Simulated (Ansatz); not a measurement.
Consider the ligand exchange at the Al–O bond: `C[O][Al]([Cl])[Cl]` + HI → `[Cl][Al]([Cl])[I]` + CH₃OH.

Calculated with Ansatz (gas phase, PBE0-D4/def2-TZVP geometries, no zero-point term in ΔE). CCSD(T)/CBS is the MP2 limit (def2-TZVPP, def2-QZVPP) plus CCSD(T) − MP2 in def2-TZVPP, frozen cores. This one scheme is used for every species. DFT in def2-TZVPP. Elements past krypton have def2 core potentials. For I outer-core shells are correlated without core-valence functions, which leaves a few kJ/mol of doubt a bond. Each species was taken in one conformer, which may not be the lowest.

```
          level  ΔE (kJ/mol)
        r2SCANh        -13.1
        r2SCAN0        -15.3
CCSD/def2-TZVPP         -6.7
 MP2/def2-QZVPP        -19.6
```

**Question.** What does CCSD(T)/CBS give? (Estimate.)

**Answer.** Computed: -16.5 kJ/mol. The listed levels differ from it by 3.4, 1.2, 9.8, -3.1 kJ/mol.

Largest T1 diagnostic among the species: 0.010.

From BLYP to BHLYP (50 % exact exchange), in def2-TZVPP and without D4, ΔE moves by −4.0 kJ/mol. Leaving LDA and LC-ωPBE aside and taking each functional with its dispersion term where it has one, the values, not all of them listed here, spread over 21.2 kJ/mol, from HSE06-D4 to CAM-B3LYP-D4. LDA lies +7.3 kJ/mol from PBE without D4. At CCSD(T), def2-SVP lies +12.0 kJ/mol from the extrapolated value and def2-TZVPP +8.4 kJ/mol.
